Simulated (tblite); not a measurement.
Parent: `[F:1][SiH2:2][S:3][SiH2:4][F:5]` with F1–Si2–S3–Si4 -59°, Si2–S3–Si4–F5 -59°, F2H4SSi2.

The geometries are computed with GFN2-xTB (gas phase). One conformer each, not checked by frequencies here.

```csv
coordinate of the parent,value
F1–Si2,1.609 Å
Si2–S3,2.141 Å
S3–Si4,2.141 Å
Si4–F5,1.609 Å
F1–Si2–S3,108.0°
Si2–S3–Si4,102.7°
S3–Si4–F5,107.9°
```

Q: How does the shared frame change in `[F:1][SiH2:2][S:3][Si@H:4]([F:5])[S:6][SiH3:7]` with F1–Si2–S3–Si4 175°, Si2–S3–Si4–F5 171°, S3–Si4–S6–Si7 65°, F2H6S2Si3? Atoms pair as F1 = F1, Si2 = Si2, S3 = S3, Si4 = Si4, F5 = F5 (parent first).

A: 
```tsv
parent	relative	value in the relative	change
F1–Si2	F1–Si2	1.598 Å	-0.011
Si2–S3	Si2–S3	2.145 Å	+0.004
S3–Si4	S3–Si4	2.135 Å	-0.006
Si4–F5	Si4–F5	1.603 Å	-0.006
F1–Si2–S3	F1–Si2–S3	104.3°	-3.7
Si2–S3–Si4	Si2–S3–Si4	101.7°	-1.0
S3–Si4–F5	S3–Si4–F5	103.9°	-4.0
```

Of the parent's bonds, F1–Si2 changes most (-0.011 Å). Bonds of the relative outside the shared frame: Si4–S6 2.128, S6–Si7 2.167 Å. Point group C2 → C1.

Q: How does the shared frame change in `[CH3:1][CH2:2][Si@H:3]([F:4])[S:5][SiH2:6][F:7]` with C1–C2–Si3–F4 -60°, C2–Si3–S5–Si6 169°, Si3–S5–Si6–F7 52°, C2H8F2SSi2? Atoms pair as F1 = F4, Si2 = Si3, S3 = S5, Si4 = Si6, F5 = F7 (parent first).

A: 
```
    parent    relative  value in the relative  change
    F1–Si2      F4–Si3                1.617 Å  +0.008
    Si2–S3      Si3–S5                2.149 Å  +0.008
    S3–Si4      S5–Si6                2.136 Å  -0.005
    Si4–F5      Si6–F7                1.608 Å  -0.001
 F1–Si2–S3   F4–Si3–S5                 107.1°    -0.9
Si2–S3–Si4  Si3–S5–Si6                 101.5°    -1.2
 S3–Si4–F5   S5–Si6–F7                 107.9°     0.0
```

Of the parent's bonds, F1–Si2 and Si2–S3 change most and about equally (+0.008 Å). Bonds of the relative outside the shared frame: C1–C2 1.525, C2–Si3 1.887 Å. Point group C2 → C1.

Q: How does the shared frame change in `[CH3:1][C:2]#[C:3][Si@@H:4]([F:5])[S:6][SiH2:7][F:8]` with C3–Si4–S6–Si7 -71°, Si4–S6–Si7–F8 174°, C3H6F2SSi2? Atoms pair as F1 = F5, Si2 = Si4, S3 = S6, Si4 = Si7, F5 = F8 (parent first).

A: 
```json
{"parent": "F1–Si2", "relative": "F5–Si4", "value in the relative": "1.614 Å", "change": "+0.005"}
{"parent": "Si2–S3", "relative": "Si4–S6", "value in the relative": "2.155 Å", "change": "+0.014"}
{"parent": "S3–Si4", "relative": "S6–Si7", "value in the relative": "2.132 Å", "change": "-0.009"}
{"parent": "Si4–F5", "relative": "Si7–F8", "value in the relative": "1.602 Å", "change": "-0.007"}
{"parent": "F1–Si2–S3", "relative": "F5–Si4–S6", "value in the relative": "107.7°", "change": "-0.3"}
{"parent": "Si2–S3–Si4", "relative": "Si4–S6–Si7", "value in the relative": "101.6°", "change": "-1.1"}
{"parent": "S3–Si4–F5", "relative": "S6–Si7–F8", "value in the relative": "105.0°", "change": "-2.9"}
```

Of the parent's bonds, Si2–S3 changes most (+0.014 Å). Bonds of the relative outside the shared frame: C1–C2 1.441, C2≡C3 1.207, C3–Si4 1.834 Å. Point group C2 → C1.

Q: How does the shared frame change in `[F:1][SiH2:2][S:3][Si@H:4]([F:5])[CH:6]([F:7])[F:8]` with F1–Si2–S3–Si4 38°, Si2–S3–Si4–F5 176°, S3–Si4–C6–F7 -41°, CH4F4SSi2? Atoms pair as F1 = F1, Si2 = Si2, S3 = S3, Si4 = Si4, F5 = F5 (parent first).

A: 
| parent | relative | value in the relative | change |
| --- | --- | --- | --- |
| F1–Si2 | F1–Si2 | 1.605 Å | -0.004 |
| Si2–S3 | Si2–S3 | 2.168 Å | +0.027 |
| S3–Si4 | S3–Si4 | 2.119 Å | -0.022 |
| Si4–F5 | Si4–F5 | 1.603 Å | -0.006 |
| F1–Si2–S3 | F1–Si2–S3 | 106.3° | -1.7 |
| Si2–S3–Si4 | Si2–S3–Si4 | 103.6° | +0.9 |
| S3–Si4–F5 | S3–Si4–F5 | 105.9° | -2.0 |

Of the parent's bonds, Si2–S3 changes most (+0.027 Å). Bonds of the relative outside the shared frame: Si4–C6 1.934, C6–F7 1.366, C6–F8 1.359 Å. Point group C2 → C1.
